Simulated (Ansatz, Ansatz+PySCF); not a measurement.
```
atom   x (Å)    y (Å)    z (Å)
   C  0.0000   0.0000  -0.6653
   C  0.0000   0.0000   1.3306
   H  0.0000  -0.9311  -1.2403
   H  0.0000   0.9311  -1.2403
   H  0.0000  -0.9311   1.9056
   H  0.0000   0.9311   1.9056
```

Basis set: cc-pVDZ (spherical functions). Left uncorrelated: 2 orbitals. Charge 0, multiplicity 1.

Computed with Ansatz (development build ahead of 0.2.0); each method stands on the lowest determinant of its kind that the runs found. Restricted open shells among the atoms or ions are ROHF, correlated in semicanonical orbitals with singles. Restricted functionals stand beside restricted open-shell atoms, which can lie above the unrestricted atoms usual in DFT and then raise those values.

The atomization energy at this shape (free ground-state atoms in the same class of orbitals less the molecule, no zero-point energy) of singlet C2H4:

```csv
method,atomization energy
ωB97X (unrestricted),1862.2 kJ/mol
r²SCAN (unrestricted),1907.2 kJ/mol
ωB97X (restricted),1810.0 kJ/mol
r²SCAN (restricted),1868.9 kJ/mol
PBE0 (unrestricted),1887.7 kJ/mol
PBE (unrestricted),1934.0 kJ/mol
PBE (restricted),1927.7 kJ/mol
PBE0 (restricted),1844.5 kJ/mol
UHF-CCSDT(Q),1800.3 kJ/mol
RHF-CCSD(T),1797.3 kJ/mol
UHF-CCSD(T),1774.1 kJ/mol
UHF-MP2,1727.6 kJ/mol
UHF,1404.3 kJ/mol
RHF,1200.4 kJ/mol
```

What does RHF-MP2 give?

1788.9 kJ/mol. Caution for ωB97X (unrestricted), UHF-CCSDT(Q), UHF-CCSD(T), UHF-MP2, UHF: the unrestricted determinant is a mixture of spin states. Caution for r²SCAN (unrestricted), PBE0 (unrestricted), PBE (unrestricted): the unrestricted determinant is spin contaminated. Caution for ωB97X (restricted), r²SCAN (restricted), PBE0 (restricted), RHF-CCSD(T), RHF-MP2, RHF: an unrestricted determinant lies well below. Caution for UHF-CCSDT(Q), UHF-CCSD(T), UHF-MP2: bonds are stretched, where a single reference can fail. Caution for UHF-CCSDT(Q), UHF-CCSD(T), UHF-MP2, UHF: the determinant breaks the point group. Caution for RHF-CCSD(T), RHF-MP2: large amplitudes, a single reference is doubtful. Caution for RHF-CCSD(T): the amplitudes may be one of several solutions. Caution for UHF-CCSD(T), UHF-MP2: another reference gives a lower total. Caution for UHF-CCSD(T): the program doubts this total.
